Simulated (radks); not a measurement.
These are the eigenvalues of the occupied orbitals of an atom or ion with whole-number occupations (eV). All-electron calculation, scalar-relativistic Kohn-Sham, PBEsol, spin-polarised, spherical densities, point nucleus. Program: a radial shooting solver on a logarithmic mesh with Libxc functionals.

1s down: -57383.48
1s up: -57383.48
2s up: -9665.145
2s down: -9665.101
2p up: -8552.291
2p down: -8552.259
3s up: -2189.505
3s down: -2188.149
3p up: -1851.064
3p down: -1849.711
3d up: -1427.243
3d down: -1426.205
4s up: -456.7816
4s down: -453.9968
4p up: -345.3442
4p down: -342.6065
4d up: -196.1251
4d down: -193.4419
5s up: -79.0795
5s down: -77.7992
5p up: -52.3135
5p down: -51.3658
4f up: -33.0108
4f down: -30.6054
6f up: -4.4294

Which element is it, and in what charge state? The configuration may be excited. Open shells, if any, are filled with parallel spins first.

Answer. Z = 68, erbium, charge +2: Er2+ in [Xe] 4f11 6f1. The list shows which subshells hold electrons but not how many an open one holds; the 1s level, -2108.8 hartree, gives Z - s = 64.9 by -(Z - s)^2/2, which with screening and relativity narrows Z to a few neighbours, and the depths of the outer levels then fix element, charge and occupations together.
